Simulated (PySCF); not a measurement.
**Arsenic: a sound run and one with changed settings**

Sound run: As+ [Ar] 3d10 4s2 4p2, As(2+) [Ar] 3d10 4s2 4p1. Computed with PySCF 2.14 in cc-pVTZ-DK, with scalar relativity by spin-free X2C-1e. In the sound run the correlated levels freeze [Ar] 3d10. The sound run starts from symmetry-adapted Hartree-Fock orbitals and uses a fine grid where one is needed.

Changed run: all electrons correlated in a basis built for the valence shell.

```tsv
species	method	sound run (hartree)	changed run (hartree)	converged
As+	MP2	-2258.72193	-2258.83742	yes
As(2+)	MP2	-2258.04766	-2258.15925	yes
```

Ionisation energy of As+:

```
 method  sound run (eV)  changed run (eV)
    UHF          17.977            17.977
    MP2          18.348            18.454
SCS-MP2          18.273            18.345
```

A valence basis has no tight correlating functions, so it recovers only part of the core correlation, and not evenly between atom and ion.

For comparison, NIST gives 18.589 eV between the lowest levels.
